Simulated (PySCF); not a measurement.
## Computed vibrations of Sm(SH)3

Sm(SH)3 (singlet in the valence; each metal's 4f electrons, 5 of them, lie in its core potential, out of spins and levels). PySCF 2.14.0, RKS PBE0, Sm lcecp-1-SVP with ECP51, S def2-SVP, H def2-SVP; non-relativistic Hamiltonian with scalar-relativistic core potentials where named; density fitting; no spin-orbit coupling. Central differences of gradients.

```xyz
7

Sm    0.0000    0.0000   -0.0281
S     2.5941    0.4036    0.0431
H     2.9193   -0.9113    0.0422
S    -1.6466    2.0448    0.0431
H    -0.6704    2.9838    0.0422
S    -0.9475   -2.4484    0.0431
H    -2.2489   -2.0725    0.0422
```

Run from Python with OMP_NUM_THREADS=2. Where DIIS fails, smearing, a level shift and second-order steps follow.
It took 56 s on 2 threads of Arm Neoverse V2, on a shared host.

(1) What are the harmonic wavenumbers and infrared intensities?

(2) Is this a minimum?

An lcecp potential fixes the number of 4f electrons, so in runs with it no electron can move into or out of that shell.

Results:

(1) Modes are labelled in C3; negative numbers are unstable modes, those under 60 cm⁻¹ near the noise; a finer grid moves soft modes by up to 10 cm⁻¹.
```json
{"cm⁻¹": "18", "km/mol": "20.9", "symmetry": "a"}
{"cm⁻¹": "63", "km/mol": "5.3", "symmetry": "e"}
{"cm⁻¹": "63", "km/mol": "5.3", "symmetry": "e"}
{"cm⁻¹": "189", "km/mol": "60.3", "symmetry": "a"}
{"cm⁻¹": "210", "km/mol": "0.0", "symmetry": "e"}
{"cm⁻¹": "210", "km/mol": "0.0", "symmetry": "e"}
{"cm⁻¹": "287", "km/mol": "0.0", "symmetry": "a"}
{"cm⁻¹": "311", "km/mol": "70.2", "symmetry": "e"}
{"cm⁻¹": "311", "km/mol": "70.2", "symmetry": "e"}
{"cm⁻¹": "351", "km/mol": "0.0", "symmetry": "a"}
{"cm⁻¹": "411", "km/mol": "35.1", "symmetry": "e"}
{"cm⁻¹": "411", "km/mol": "35.1", "symmetry": "e"}
{"cm⁻¹": "2691", "km/mol": "2.3", "symmetry": "e"}
{"cm⁻¹": "2691", "km/mol": "2.3", "symmetry": "e"}
{"cm⁻¹": "2691", "km/mol": "0.0", "symmetry": "a"}
```

(2) Yes, within the noise of the softest modes. Ideal gas at 298.15 K and 1 bar: S = 429.8 J/(mol K), Cp = 120.7 J/(mol K), H − H(0 K) = 26.7 kJ/mol (rigid rotor, harmonic modes, spin degeneracy alone, that of the 4f electrons in the core included; the modes under 60 cm⁻¹ make these uncertain).
